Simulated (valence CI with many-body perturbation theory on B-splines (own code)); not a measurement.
**E1 line list for Pb LXXVIII**

Calculated by relativistic CI+MBPT: three valence electrons over a frozen Dirac-Fock core [He], a basis of 11 s, 11 p, 10 d, 8 f, 5 g, 2 h functions for each j, with the one-electron correlation potential Σ1, the two-electron term Σ2, the three-electron term Σ3, Breit, model QED; selected CI, second order for the rest, scaled by the run's own slope (own B-spline code, finite nucleus).

No measured spectrum was set against this ion. As an estimate, large intervals hold to a few tenths of a per cent, small ones and those within an open d or f shell to about a per cent.

Lines 201 to 250 of 538 in falling wavelength, among levels below 1502.2 Ry, chosen from the strongest by gf and those to the six lowest levels. Wavelengths and rates use the calculated energies. Electric multipoles are in the length gauge, E1 and E2 with the static RPA response of the core. Weak lines are less certain than strong ones. Lines between different terms over intervals too small for the method are left out, as are lines whose strength nearly cancels. The highest levels of a list are the least certain.

Levels are named by their leading jj configuration (3d3/2^4 stands for four electrons in 3d with j = 3/2), which in mixed levels can hold well under half, so a name can repeat and another be missing. Letters in brackets count levels of one name in rising energy.

```tsv
λ vac (nm)	Upper	Lower	A (s⁻¹)	S (a.u.)
0.4603	(2s 2p3/2 3p1/2) J=3/2 [b]	(2s^2 3p1/2) J=1/2	3.29e+13	6.33e-03
0.4602	(2p1/2 2p3/2 3p1/2) J=1/2	(2s 2p1/2 3p1/2) J=1/2 [a]	2.23e+13	2.14e-03
0.4601	(2p1/2 2p3/2 3d5/2) J=3/2 [b]	(2s 2p1/2 3d5/2) J=5/2 [b]	1.74e+13	3.36e-03
0.4598	(2p1/2 2p3/2 3d5/2) J=7/2 [b]	(2s 2p1/2 3d5/2) J=7/2	1.23e+13	4.72e-03
0.4597	(2p1/2 2p3/2 3p3/2) J=5/2 [b]	(2s 2p1/2 3p3/2) J=5/2	1.64e+13	4.72e-03
0.4595	(2p3/2^2 3d3/2) J=3/2 [b]	(2s 2p3/2 3d3/2) J=3/2 [b]	1.18e+13	2.27e-03
0.4595	(2p1/2 2p3/2 3d3/2) J=3/2 [a]	(2s 2p1/2 3d3/2) J=3/2 [a]	1.93e+13	3.70e-03
0.4595	(2p1/2 2p3/2 3d3/2) J=5/2 [a]	(2s 2p1/2 3d3/2) J=3/2 [a]	1.09e+13	3.14e-03
0.4594	(2p3/2^2 3p3/2) J=3/2 [b]	(2s 2p3/2 3p3/2) J=5/2 [b]	2.08e+13	3.99e-03
0.4592	(2s 2p3/2 3d5/2) J=5/2 [b]	(2s^2 3d5/2) J=5/2	2.25e+13	6.44e-03
0.4592	(2p1/2 2p3/2 3p1/2) J=3/2 [a]	(2s 2p1/2 3p1/2) J=1/2 [a]	1.42e+13	2.71e-03
0.4592	(2p1/2 2p3/2 3p3/2) J=5/2 [b]	(2s 2p1/2 3p3/2) J=3/2 [b]	8.20e+12	2.35e-03
0.4592	(2p1/2 2p3/2 3d5/2) J=1/2	(2s 2p1/2 3d5/2) J=3/2	2.41e+13	2.30e-03
0.4591	(2s 2p3/2 3p3/2) J=3/2 [b]	(2s^2 3p3/2) J=3/2	3.25e+13	6.21e-03
0.4589	(2p1/2 2p3/2 3d5/2) J=3/2 [a]	(2s 2p1/2 3d5/2) J=5/2 [a]	1.01e+13	1.93e-03
0.4588	(2s 2p3/2 3s) J=3/2 [b]	(2s^2 3s) J=1/2	3.20e+13	6.11e-03
0.4588	(2s 2p3/2 3d3/2) J=1/2 [b]	(2s^2 3d3/2) J=3/2	3.46e+13	3.30e-03
0.4586	(2p1/2 2p3/2 3d5/2) J=5/2 [a]	(2s 2p1/2 3d5/2) J=5/2 [a]	8.73e+12	2.49e-03
0.4585	(2p3/2^2 3p3/2) J=5/2	(2s 2p3/2 3p3/2) J=3/2 [a]	8.54e+12	2.44e-03
0.4582	(2s 2p3/2 3p3/2) J=1/2 [b]	(2s^2 3p3/2) J=3/2	3.18e+13	3.02e-03
0.4582	(2p1/2 2p3/2 3s) J=3/2 [a]	(2s 2p1/2 3s) J=1/2 [a]	1.98e+13	3.76e-03
0.4581	(2p1/2 2p3/2 3d3/2) J=1/2 [a]	(2s 2p1/2 3d3/2) J=3/2 [a]	2.41e+13	2.29e-03
0.4577	(2s 2p3/2 3d5/2) J=3/2 [b]	(2s^2 3d5/2) J=5/2	1.86e+13	3.52e-03
0.4572	(2p3/2^2 3s) J=3/2	(2s 2p3/2 3s) J=3/2 [a]	1.97e+13	3.71e-03
0.4571	(2p3/2^2 3d3/2) J=7/2	(2s 2p3/2 3d3/2) J=7/2	2.09e+13	7.87e-03
0.4570	(2p3/2^2 3d5/2) J=5/2 [b]	(2p1/2 2p3/2 3p3/2) J=7/2	7.86e+12	2.22e-03
0.4570	(2s 2p1/2 2p3/2) J=1/2	(2s^2 2p1/2) J=1/2	3.57e+13	3.36e-03
0.4568	(2p3/2^2 3d3/2) J=3/2 [a]	(2s 2p3/2 3d3/2) J=3/2 [a]	1.16e+13	2.17e-03
0.4568	(2s 2p1/2 2p3/2) J=3/2 [b]	(2s^2 2p1/2) J=1/2	3.33e+13	6.26e-03
0.4564	(2p3/2^2 3p1/2) J=3/2	(2s 2p3/2 3p1/2) J=3/2 [a]	2.31e+13	4.34e-03
0.4563	(2p3/2^2 3p1/2) J=5/2	(2s 2p3/2 3p1/2) J=5/2	2.39e+13	6.74e-03
0.4563	(2p3/2^2 3p3/2) J=7/2	(2s 2p3/2 3p3/2) J=7/2	2.18e+13	8.18e-03
0.4561	(2p1/2 2p3/2^2) J=3/2	(2s 2p1/2 2p3/2) J=5/2	2.78e+12	5.20e-04
0.4558	(2p3/2^2 3d5/2) J=7/2	(2s 2p3/2 3d5/2) J=9/2	6.27e+12	2.35e-03
0.4558	(2p3/2^2 3d5/2) J=9/2	(2s 2p3/2 3d5/2) J=9/2	2.03e+13	9.47e-03
0.4556	(2p1/2 2p3/2^2) J=1/2	(2s 2p1/2 2p3/2) J=3/2 [b]	3.62e+13	3.38e-03
0.4555	(2p1/2 2p3/2 3d5/2) J=5/2 [b]	(2s 2p1/2 3d5/2) J=5/2 [a]	6.80e+12	1.90e-03
0.4553	(2p1/2 2p3/2^2) J=1/2	(2s 2p1/2 2p3/2) J=1/2	1.73e+13	1.61e-03
0.4553	(2p3/2^2 3d5/2) J=5/2 [a]	(2s 2p3/2 3d5/2) J=3/2 [a]	6.59e+12	1.84e-03
0.4553	(2p3/2^2 3d3/2) J=5/2	(2s 2p3/2 3d3/2) J=5/2 [a]	1.40e+13	3.91e-03
0.4551	(2p1/2^2 2p3/2) J=3/2	(2s 2p1/2^2) J=1/2	2.49e+13	4.64e-03
0.4544	(2s 2p3/2^2) J=1/2	(2s^2 2p3/2) J=3/2	2.76e+13	2.56e-03
0.4543	(2s 2p3/2^2) J=3/2	(2s^2 2p3/2) J=3/2	5.22e+13	9.66e-03
0.4541	(2p3/2^2 3s) J=5/2	(2s 2p3/2 3s) J=5/2	2.36e+13	6.55e-03
0.4536	(2p3/2^2 3d5/2) J=5/2 [a]	(2s 2p3/2 3d5/2) J=7/2 [a]	1.18e+13	3.25e-03
0.4524	(2p1/2 2p3/2^2) J=5/2	(2s 2p1/2 2p3/2) J=5/2	2.41e+13	6.61e-03
0.4523	(2p3/2^2 3d5/2) J=3/2	(2s 2p3/2 3d5/2) J=5/2 [a]	1.21e+13	2.22e-03
0.4520	(2p3/2^2 3p3/2) J=3/2 [a]	(2s 2p3/2 3p3/2) J=5/2 [a]	1.01e+13	1.85e-03
0.4491	(2p1/2 2p3/2^2) J=3/2	(2s 2p1/2 2p3/2) J=3/2 [a]	2.59e+13	4.62e-03
0.4455	(2p1/2 2p3/2^2) J=5/2	(2s 2p1/2 2p3/2) J=3/2 [a]	5.28e+11	1.38e-04
```
